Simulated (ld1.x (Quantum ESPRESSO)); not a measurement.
What one change does to a pseudopotential (Ge (Z = 32), PAW)

* Element: germanium (Ge)
* Generator: ld1.x (Quantum ESPRESSO) 7.5
* Type: PAW
* Functional: PBEsol
* Relativity: scalar-relativistic
* Frozen core: [Ar] 3d10
* Valence charge: 4
* Reference configuration: 4s2 4p2
* Partial waves: 4s (bound): rcut 1.55, rcutus 2.05 bohr; 4s channel at 3.15 Ry: rcut 1.55, rcutus 2.05 bohr; 4p (bound): rcut 1.95, rcutus 2.30 bohr; 4p channel at 0.05 Ry: rcut 1.95, rcutus 2.30 bohr; 4d channel at 0.2 Ry: rcut 1.35, rcutus 1.85 bohr
* Local potential: all-electron potential smoothed inside 2.15 bohr (lloc = -1)
* Core correction: Bessel-smoothed model core inside 1.30 bohr
* Augmentation charge: PSQ, inside the norm-conserving radii

Change: all radii but the core radius scaled by about 0.84 (s 1.72, p 1.94, d 1.56 bohr, rcut 1.30/1.64/1.14); local potential all-electron potential smoothed inside 1.80 bohr (lloc = -1).

Cutoffs: the cutoffs (Ry, on a coarse ladder) from which the occupation-weighted sum of valence levels, in a spherical-Bessel basis at the reference potential, stays within 10 and 1 mRy of its value at 400 Ry; they do not see the model core or the augmentation charge, which bear on the density cutoff. Errors are all-electron minus pseudo energies relative to the spin-unpolarised reference configuration.

Problem. Predict the effect on cutoff, ghosts and configuration errors.

Solution. The potential gets harder (8 Ry and 12 Ry → 10 Ry and 15 Ry); a bound ghost appears in d, which as a rule spoils a file; the errors of the 7 common tests hardly move. A smaller radius makes the pseudo-wave follow the all-electron one further in, where it bends more sharply, so more plane waves are needed.

| quantity | base | changed |
| --- | --- | --- |
| cutoff, loose | 8 Ry | 10 Ry |
| cutoff, tight | 12 Ry | 15 Ry |
| loose cutoff by channel (10 mRy a level) | s 6 Ry, p 6 Ry | s 8 Ry, p 6 Ry |
| bound ghosts | none | d |
| error for 4s2 4p1, meV [ΔE 7.45 eV] | -6.9 | -6.9 |
| error for 4s2 4p0, meV [ΔE 22.90 eV] | -58 | -58 |
| error for 4s1 4p0, meV [ΔE 57.69 eV] | -345 | -345 |
| error for 4s2 4p1.5, meV [ΔE 2.80 eV] | -1.3 | -1.3 |
| error for 4s2 4p2.3, meV [ΔE -0.88 eV] | 0.0 | 0.0 |
| error for 4s0 4p4, meV [ΔE 16.21 eV] | -44 | -46 |
| error for 4s1 4p2, meV [ΔE 16.18 eV] | -33 | -34 |
| lowest overlap eigenvalue by channel | s 0.56, p 0.71, d 1.00 | s 0.46, p 0.64, d 0.10 |

 A true bound ghost makes a file unfit for plane-wave use even where its test errors are small: the radial tests pick states by their node count and pass the ghost by.
